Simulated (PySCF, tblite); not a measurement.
Compound: C2H13NO2Si4.
Z-matrix (Å and degrees, GFN2-xTB geometry), rows numbered from 1:
```
C 
C   1  1.3231
Si  2  1.8817  1  124.68
O   3  1.6269  2  110.49  1   -30.97
Si  4  1.6102  3  149.96  2    38.96
N   3  1.7358  2  111.19  1  -145.76
Si  6  1.7397  3  120.12  2   115.13
Si  6  1.7245  3  117.47  2   -65.72
O   8  1.6267  6  103.19  3    -1.74
H   1  1.0791  2  121.13  3     0.86
H   1  1.0805  2  122.95  3  -179.58
H   2  1.0825  1  118.76  3   178.93
H   3  1.4640  2  113.84  1    87.18
H   5  1.4638  4  108.70  3   -80.10
H   5  1.4656  4  108.97  3    40.12
H   5  1.4602  4  104.63  3   159.70
H   7  1.4642  6  110.06  3   -60.36
H   7  1.4635  6  110.05  3    62.60
H   7  1.4653  6  105.11  3  -178.79
H   8  1.4650  6  111.09  3   115.79
H   8  1.4637  6  111.17  3  -119.54
H   9  0.9530  8  119.66  6  -177.94
```

Method used: PBE0/pcSseg-1 in PySCF (dipole) on a GFN2-xTB geometry, gas phase.

Masses are those of the commonest isotopes; rigid-rotor values at the optimised geometry. The values belong to one conformer with, in the numbering `[CH2:1]=[CH:2][Si@H:3]([O:4][SiH3:5])[N:6]([SiH3:7])[SiH2:8][OH:9]`, C1–C2–Si3–O4 -31°, C2–Si3–O4–Si5 39°, C2–Si3–N6–Si7 115°, Si3–N6–Si8–O9 -2°, N6–Si8–O9–H -178°.

Question: What are A, B and C (GHz)?

Answer: Ia = 435.25, Ib = 822.46, Ic = 1132.55 u·Å²; 505379 MHz·u·Å²/I gives 1161, 614.5 and 446.2 MHz, that is A = 1.1611, B = 0.6145, C = 0.4462 GHz.

Question: What kind of rotor is it?

Answer: An asymmetric top. Ray's parameter κ = (2B − A − C)/(A − C) = -0.529; −1 is the prolate and +1 the oblate limit.

Question: What does the inertial defect say?

Answer: Not planar: Δ = Ic − Ia − Ib = -125.17 u·Å². For a rigid frame Δ = −2 Σ m c², so Σ m c² = 62.58 u·Å² lies off the ab plane: 18.49 from hydrogen and 44.10 from heavier atoms. The atom farthest from that plane is 1.88 Å away.

Question: Give the coordinates in the principal-axis frame, origin at the centre of mass.

Answer: The sense of each axis is arbitrary; atoms in the order of the calculation.
| atom | mass (u) | a (Å) | b (Å) | c (Å) |
| --- | --- | --- | --- | --- |
| C1 | 12.000 | 1.464 | 2.594 | -0.994 |
| C2 | 12.000 | 0.341 | 1.967 | -0.683 |
| Si3 | 27.977 | 0.225 | 0.488 | 0.474 |
| O4 | 15.995 | 1.585 | -0.402 | 0.399 |
| Si5 | 27.977 | 3.189 | -0.489 | 0.286 |
| N6 | 14.003 | -1.019 | -0.610 | -0.035 |
| Si7 | 27.977 | -0.604 | -2.215 | -0.563 |
| Si8 | 27.977 | -2.649 | -0.051 | 0.030 |
| O9 | 15.995 | -2.503 | 1.449 | 0.643 |
| H10 | 1.008 | 2.413 | 2.270 | -0.594 |
| H11 | 1.008 | 1.498 | 3.446 | -1.657 |
| H12 | 1.008 | -0.589 | 2.327 | -1.103 |
| H13 | 1.008 | 0.080 | 0.850 | 1.885 |
| H14 | 1.008 | 3.572 | -0.312 | -1.115 |
| H15 | 1.008 | 3.783 | 0.565 | 1.113 |
| H16 | 1.008 | 3.522 | -1.820 | 0.788 |
| H17 | 1.008 | 0.282 | -2.148 | -1.727 |
| H18 | 1.008 | 0.017 | -2.960 | 0.534 |
| H19 | 1.008 | -1.878 | -2.835 | -0.937 |
| H20 | 1.008 | -3.236 | 0.017 | -1.310 |
| H21 | 1.008 | -3.457 | -0.880 | 0.926 |
| H22 | 1.008 | -3.284 | 1.969 | 0.807 |

Question: Where do the levels up to J = 5 lie, in MHz?

Answer: Above 0(0,0):
J = 1: 1(0,1) 1061, 1(1,1) 1607, 1(1,0) 1776
J = 2: 2(0,2) 3149, 2(1,2) 3561, 2(1,1) 4065, 2(2,1) 5705, 2(2,0) 5738
J = 3: 3(0,3) 6206, 3(1,3) 6471, 3(1,2) 7476, 3(2,2) 8887, 3(2,1) 9046, 3(3,1) 12060, 3(3,0) 12064
J = 4: 4(0,4) 10173, 4(1,4) 10322, 4(1,3) 11976, 4(2,3) 13104, 4(2,2) 13537, 4(3,2) 16359, 4(3,1) 16387, 4(4,1) 20725, 4(4,0) 20726
J = 5: 5(0,5) 15021, 5(1,5) 15096, 5(1,4) 17510, 5(2,4) 18334, 5(2,3) 19219, 5(3,3) 21739, 5(3,2) 21849, 5(4,2) 26102, 5(4,1) 26106, 5(5,1) 31711, 5(5,0) 31711
Those of J = 1 are B + C, A + C and A + B.

Question: Which lines would a microwave search look for?

Answer: The dipole components are |μa| = 1.19 D, |μb| = 1.19 D, |μc| = 0.26 D. Intensities carry the squares of the components, which stand as 1.00 : 0.99 : 0.05 (a : b : c). Some lines, for components of 0.1 D or more:

```csv
type,branch,"J(Ka,Kc)",MHz,lower level (cm⁻¹)
c,Q,"2(1,2) ← 2(0,2)",412,0.105
a,Q,"2(1,1) ← 2(1,2)",505,0.119
b,Q,"1(1,0) ← 1(0,1)",715,0.035
b,Q,"2(1,1) ← 2(0,2)",916,0.105
a,R,"1(0,1) ← 0(0,0)",1061,0.000
b,R,"2(0,2) ← 1(1,1)",1542,0.054
b,R,"1(1,1) ← 0(0,0)",1607,0.000
c,Q,"2(2,1) ← 2(1,1)",1640,0.136
b,Q,"2(2,0) ← 2(1,1)",1673,0.136
c,R,"1(1,0) ← 0(0,0)",1776,0.000
a,R,"2(1,2) ← 1(1,1)",1953,0.054
a,R,"2(0,2) ← 1(0,1)",2088,0.035
b,Q,"2(2,1) ← 2(1,2)",2145,0.119
c,R,"2(1,1) ← 1(0,1)",3005,0.035
b,R,"2(2,1) ← 1(1,0)",3930,0.059
c,R,"2(2,0) ← 1(1,0)",3963,0.059
c,R,"2(2,1) ← 1(1,1)",4098,0.054
b,R,"2(2,0) ← 1(1,1)",4131,0.054
```

Question: Estimate the classical rotational partition function at 25 K, 200 K and 298.15 K.

Answer: Point group C1, symmetry number σ = 1; q = (√π/σ)·√((kT/h)³/(ABC)), k/h = 20836.6 MHz/K: 37300 at 25 K, 845000 at 200 K, 1540000 at 298.15 K.

Its GFN2-xTB frequencies are all real (lowest 22 cm⁻¹). These are rigid-rotor constants of the computed structure; measured ground-state constants (B0) also hold zero-point vibration. A rigid rotor knows nothing of internal rotation, which can split or shift real lines. Quadrupole hyperfine structure (14N) is left out.
